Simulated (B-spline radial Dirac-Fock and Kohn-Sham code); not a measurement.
# Binding energies of Nd⁵³⁺ at several levels of theory

System: neodymium as Nd⁵³⁺, configuration [He] 2s2 2p3.

The density-functional columns are spherical, spin-unpolarised Dirac-Kohn-Sham results without Breit or QED terms: −ε is minus the orbital energy of the initial state and ΔSCF the difference of two total energies. The reference in the last column comes from multi-electron Dirac-Fock with separately optimised hole states, Breit and Lamb-shift corrections added in first order. All numbers are from an atomic code on a B-spline grid, in eV; a selection of levels is shown. The Kohn-Sham columns are given as differences from the reference. For the 1s level of heavy atoms much of the gap between ΔSCF and the reference is the Breit and QED part, -161.1 eV here; for other levels the error of the functional can be larger.

```tsv
level	LDA −ε − DF	LDA ΔSCF − DF	Dirac-Fock
1s	-311.4	+169.1	48467.1
2s	-110.4	+8.5	11346.0
2p	-126.3	+11.0	10745.8
```

Values without a named source are computed, but for edge energies of neutral atoms, which are taken from tables.
